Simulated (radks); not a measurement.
Q: Species: Te. Configuration: [Kr] 4d10 5s1.5 5p4.5 (fractional occupations, a model configuration). Method: non-relativistic Kohn-Sham, LDA (Slater exchange, VWN5 correlation), spin-polarised, spherical densities, point nucleus; open shells are filled with parallel spins first (spin-orbit coupling, left out, can overturn this in heavy ions); relativity is left out, which matters for an element this heavy; computed with a radial shooting solver on a logarithmic mesh with Libxc functionals. Some entries of the table are withheld. Estimate them.

| orbital | occ. | eigenvalue (eV) | <r> (bohr) | r(max) (bohr) |
|---|---|---|---|---|
| 1s up | 1 | -30363.89 | 0.02926 | 0.01938 |
| 1s down | 1 | -30363.82 | 0.02926 | 0.01938 |
| 2s up | 1 | -4545.437 | 0.1261 | 0.1072 |
| 2s down | 1 | -4545.400 | 0.1261 | 0.1072 |
| 2p up | 3 | -4267.525 | 0.1074 | 0.08373 |
| 2p down | 3 | -4267.475 | 0.1074 | 0.08373 |
| 3s up | 1 | -902.2843 | 0.3363 | 0.3060 |
| 3s down | 1 | -902.2215 | 0.3363 | 0.3060 |
| 3p up | 3 | -785.9076 | 0.3267 | 0.2923 |
| 3p down | 3 | -785.8415 | 0.3267 | 0.2923 |
| 3d up | 5 | -568.9507 | 0.2972 | 0.2383 |
| 3d down | 5 | -568.8901 | 0.2972 | 0.2383 |
| 4s up | 1 | -152.2450 | 0.7952 | 0.7279 |
| 4s down | 1 | -152.1051 | 0.7948 | 0.7280 |
| 4p up | 3 | -112.1750 | 0.8345 | 0.7493 |
| 4p down | 3 | -112.0161 | 0.8338 | 0.7493 |
| 4d up | 5 | -44.4038 | 0.9665 | 0.8072 |
| 4d down | 5 | -44.1426 | 0.9627 | 0.8069 |
| 5s up | 1 | -14.9896 | 2.150 | 1.857 |
| 5s down | 0.5 | -13.8312 | 2.159 | 1.850 |
| 5p up | 3 | -6.8625 | (1) | (2) |
| 5p down | 1.5 | -5.8009 | (3) | (4) |
| 6s up | 0 | (5) | 7.406 | 5.820 |
| 6s down | 0 | (6) | 7.940 | 6.120 |

A: 
(1) 5p up <r> (bohr): 2.628
(2) 5p up r(max) (bohr): 2.165
(3) 5p down <r> (bohr): 2.697
(4) 5p down r(max) (bohr): 2.176
(5) 6s up eigenvalue (eV): -0.5006
(6) 6s down eigenvalue (eV): -0.3911
